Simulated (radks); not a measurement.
Question: Coherent X-ray form factor from a spherical all-electron density. All-electron calculation, scalar-relativistic Kohn-Sham, BLYP, spin-polarised, spherical densities, finite nucleus; Fermi nuclear charge, rms radius of each element as measured or else 0.836 A^(1/3) + 0.57 fm. Program: a radial shooting solver on a logarithmic mesh with Libxc functionals.

sin(theta)/lambda (1/angstrom),f0 (electrons)
0.05,45.586
0.1,44.391
0.15,42.550
0.2,40.249
0.25,37.691
0.3,35.062
0.4,30.129
0.5,26.093
0.6,23.039
0.8,19.047
1,16.366
1.25,13.486
1.5,10.913
2,7.356

The species is in the configuration that NIST lists as its ground one. Which atom or ion scatters so?

Answer: The tin ion Sn4+, [Kr] 4d10. Extrapolating in s^2 from the first two rows gives f0(0) = 46.0, near the electron count 46; among species with that count, the fall with angle is slower the higher Z, and the table is that of Z = 50; from so few rows the species is fixed only to a neighbour or two.
